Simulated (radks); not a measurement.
Q: All-electron atom: the terbium ion Tb32+ in [Ar] 3d10 4s2 4p3. All-electron calculation, scalar-relativistic Kohn-Sham, BLYP, spin-polarised, spherical densities, finite nucleus; open shells are filled with parallel spins first (spin-orbit coupling, left out, can overturn this in heavy ions); Fermi nuclear charge, rms radius 5.06 fm. Program: a radial shooting solver on a logarithmic mesh with Libxc functionals. Some entries of the table are withheld. Estimate them.

orbital  occ.  eigenvalue (eV)  r(max) (bohr)
1s up       1        -53102.04        0.01364
1s down     1        -53099.72        0.01364
2s up       1        -9826.918        0.07745
2s down     1        -9825.645        0.07746
2p up       3        -8873.595        0.06274
2p down     3        -8871.591        0.06275
3s up       1        -3081.798         0.2183
3s down     1        -3079.569         0.2183
3p up       3        -2787.179         0.2139
3p down     3        -2784.657         0.2140
3d up       5        -2411.417         0.1741
3d down     5        -2409.043         0.1741
4s up       1        -1410.816            (1)
4s down     1        -1398.862            (2)
4p up       3              (3)         0.4849
4p down     0              (4)         0.4841

A: 
(1) 4s up r(max) (bohr): 0.4735
(2) 4s down r(max) (bohr): 0.4726
(3) 4p up eigenvalue (eV): -1300.959
(4) 4p down eigenvalue (eV): -1289.088
